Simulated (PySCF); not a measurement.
C$_{2}$H$_{3}$O, doublet, at a GFN2-xTB geometry. Base run: DF-M062X/aug-cc-pVDZ in PySCF.

Here is a job for PySCF.
```python
from pyscf import gto, scf, dft

mol = gto.M(
    atom='''
C    -0.982806   -0.640317    0.009182
C     0.008928    0.456806    0.003562
H    -0.514694   -1.629554   -0.005653
H    -1.602347   -0.538696    0.898221
H    -1.628027   -0.524487   -0.859623
O     1.198543    0.474226   -0.013676
''',
    basis='aug-cc-pvdz',
    charge=0,
    spin=1,
    verbose=4,
)

mf = dft.UKS(mol)
mf.xc = 'm062x'
mf = mf.density_fit(auxbasis='def2-universal-jkfit')
mf.kernel()
```

The base run was repeated with changes; each row names its change, and settings that it needs were set with it.

```json
[
 {"change": "base", "basis functions": "96", "E (Eh)": "-153.13158", "HOMO (eV)": "-6.84", "dipole (D)": "2.79", "core-seconds (rough)": "10"},
 {"change": "basis = STO-3G", "basis functions": "(withheld)", "E (Eh)": "(withheld)", "HOMO (eV)": "(withheld)", "dipole (D)": "(withheld)", "core-seconds (rough)": "4"},
 {"change": "basis = pcseg-0", "basis functions": "33", "E (Eh)": "-152.68430", "HOMO (eV)": "-6.93", "dipole (D)": "2.91", "core-seconds (rough)": "6"},
 {"change": "basis = pcseg-1", "basis functions": "57", "E (Eh)": "-153.07976", "HOMO (eV)": "-6.82", "dipole (D)": "2.79", "core-seconds (rough)": "9"},
 {"change": "basis = cc-pVDZ", "basis functions": "57", "E (Eh)": "(withheld)", "HOMO (eV)": "(withheld)", "dipole (D)": "(withheld)", "core-seconds (rough)": "9"},
 {"change": "basis = 6-311G**", "basis functions": "72", "E (Eh)": "-153.14959", "HOMO (eV)": "-6.76", "dipole (D)": "2.69", "core-seconds (rough)": "10"},
 {"change": "basis = 6-311+G(2d,p)", "basis functions": "(withheld)", "E (Eh)": "(withheld)", "HOMO (eV)": "-6.93", "dipole (D)": "(withheld)", "core-seconds (rough)": "20"},
 {"change": "basis = def2-TZVP", "basis functions": "111", "E (Eh)": "-153.16995", "HOMO (eV)": "-6.89", "dipole (D)": "2.78", "core-seconds (rough)": "20"},
 {"change": "basis = cc-pVTZ", "basis functions": "132", "E (Eh)": "-153.16712", "HOMO (eV)": "-6.86", "dipole (D)": "2.75", "core-seconds (rough)": "20"},
 {"change": "basis = pc-2", "basis functions": "132", "E (Eh)": "-153.17494", "HOMO (eV)": "-6.91", "dipole (D)": "2.81", "core-seconds (rough)": "20"},
 {"change": "basis = pcseg-2", "basis functions": "132", "E (Eh)": "(withheld)", "HOMO (eV)": "-6.91", "dipole (D)": "2.81", "core-seconds (rough)": "20"},
 {"change": "basis = def2-TZVPP", "basis functions": "135", "E (Eh)": "-153.17108", "HOMO (eV)": "-6.89", "dipole (D)": "2.78", "core-seconds (rough)": "30"},
 {"change": "basis = def2-TZVPD", "basis functions": "141", "E (Eh)": "-153.17091", "HOMO (eV)": "-6.92", "dipole (D)": "2.80", "core-seconds (rough)": "20"}
]
```

Question: Fill in the missing entries.

Answer: 
- basis = STO-3G, basis functions: 18
- basis = STO-3G, E (Eh): -151.15976
- basis = STO-3G, HOMO (eV): -3.85
- basis = STO-3G, dipole (D): 1.63
- basis = cc-pVDZ, E (Eh): -153.11928
- basis = cc-pVDZ, HOMO (eV): -6.55
- basis = cc-pVDZ, dipole (D): 2.56
- basis = 6-311+G(2d,p), basis functions: 99
- basis = 6-311+G(2d,p), E (Eh): -153.15820
- basis = 6-311+G(2d,p), dipole (D): 2.83
- basis = pcseg-2, E (Eh): -153.17148

Totals compare only among sets that treat the same electrons; sets with core potentials leave the core out.

Open shells are given as the SCF converged; they aren't shown to be the lowest states, and a large step between rows can be another state.
